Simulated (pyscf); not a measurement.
## •HP–GaH₂, doublet

Gas-phase minimum from PySCF at ωB97X-D3(BJ)/def2-SVP, one conformer. •HP–GaH₂ lies 6.2 kcal/mol over its isomer [H₂P–GaH]•, and others may lie lower still (electronic energy, ωB97M-D3(BJ)). 

SMILES: [PH][GaH2]
```xyz
5

P      1.2077     1.2150     0.6842
Ga     0.2025     0.0400    -1.0295
H      0.1490     0.9063     1.5961
H     -1.3488     0.1477    -1.2395
H      1.0877    -0.8117    -2.0037
```
Charge 0, spin multiplicity 2.

Bonded distances (Å): P1–Ga2 2.308, P1–H3 1.431, Ga2–H4 1.569, Ga2–H5 1.568. Bond angles (°): Ga2–P1–H3 92.4, P1–Ga2–H4 119.7, P1–Ga2–H5 119.5, H4–Ga2–H5 120.8.

Properties at ωB97X-D3(BJ)/def2-SVP:

```
Item                                                                                                                                                                Result
---------------------------------------------------------------------------------------------------------------------  ---------------------------------------------------
Harmonic wavenumbers, unscaled                                                                                         114, 372, 399, 534, 685, 766, 1991, 2000, 2416 cm⁻¹
Zero-point energy                                                                                                                                            13.3 kcal/mol
Rotational symmetry number                                                                                                                                               1
Entropy of this conformer at 298 K and 1 atm, rigid rotor and harmonic oscillator, modes under 100 cm⁻¹ raised to 100                                      295.0 J/(mol K)
Dipole moment                                                                                                                                                       0.82 D
Spin expectation value S2                                                                                                                                            0.753
```

Single-point totals, which compare only within one level (frozen core for MP2 and CC):

| level | total energy (hartree) |
|---|---|
| ωB97X-D3(BJ)/def2-TZVP | -2267.95307 |
| PBE/def2-TZVP | -2267.51234 |
| r²SCAN/def2-TZVP | -2267.93219 |
| B3LYP-D3(BJ)/def2-TZVP | -2268.05018 |
| PBE0-D3(BJ)/def2-TZVP | -2267.58726 |
| M06-2X/def2-TZVP | -2267.93334 |
| ωB97M-D3(BJ)/def2-TZVP | -2268.03797 |
| UHF/def2-TZVPP | -2265.71420 |
| MP2/def2-TZVPP | -2266.07429 |
| CCSD/def2-TZVPP | -2266.10264 |
| CCSD(T)/def2-TZVPP | -2266.11836 |

Soft torsions are taken as harmonic, which can shift the entropy by several J/(mol K). The CCSD(T) − MP2 part came from Ansatz, without density fitting, on the same reference. The frozen core leaves the outer d or s,p core shells of the metals and heavy elements correlated in the MP2 and CC values, and def2-TZVPP describes them poorly, so these totals are far from the basis limit. Elements up to Kr have no core potential and no relativistic terms here.
